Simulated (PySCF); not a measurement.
C4H6BF, SMILES C#CB(C)CF.

Coordinates come from a PBE0-D3(BJ)/def2-SVP optimisation. The structure was generated by enumeration, and PubChem lists no compound with its InChIKey, so it may never have been made. The values are those of a single conformer.

All values below come from TDDFT-LC-ωPBE/def2-SVPD in PySCF.

Vertical excitations. The molecule is in vacuum. State labels are in the subgroup Cs.

| state | symmetry | energy (eV) | λ (nm) | f | main pairs |
|---|---|---|---|---|---|
| S1 | A" | 4.58 | 270 | 0.000 | HOMO→LUMO 93 % |
| S2 | A' | 5.87 | 211 | 0.068 | HOMO−1→LUMO 74 % |
| S3 | A" | 6.28 | 197 | 0.000 | HOMO−2→LUMO 84 % |
| S4 | A" | 7.08 | 175 | 0.000 | HOMO−1→LUMO+2 45 %, HOMO−1→LUMO+4 40 % |
| S5 | A" | 7.29 | 170 | 0.003 | HOMO−4→LUMO 86 % |
| S6 | A' | 7.98 | 155 | 0.090 | HOMO−3→LUMO 94 % |
| S7 | A' | 8.26 | 150 | 0.073 | HOMO→LUMO+1 77 % |
| S8 | A' | 8.60 | 144 | 0.721 | HOMO→LUMO+2 36 %, HOMO−1→LUMO 20 %, HOMO→LUMO+4 15 %, HOMO−1→LUMO+8 7 % |
| S9 | A" | 8.86 | 140 | 0.061 | HOMO−1→LUMO+1 72 %, HOMO−1→LUMO+3 18 % |
| S10 | A' | 8.89 | 139 | 0.019 | HOMO→LUMO+3 32 %, HOMO−2→LUMO+1 28 %, HOMO−2→LUMO+2 14 %, HOMO→LUMO+4 7 % |
| T1 | A" | 4.18 | 296 | 0 | HOMO→LUMO 89 % |
| T2 | A' | 4.19 | 296 | 0 | HOMO−1→LUMO 84 % |
| T3 | A' | 5.44 | 228 | 0 | HOMO→LUMO+2 38 %, HOMO→LUMO+4 36 % |
| T4 | A" | 5.70 | 218 | 0 | HOMO−2→LUMO 78 % |
Triplets are in the Tamm–Dancoff approximation, which puts them higher than full response would, so one can lie above its singlet here.
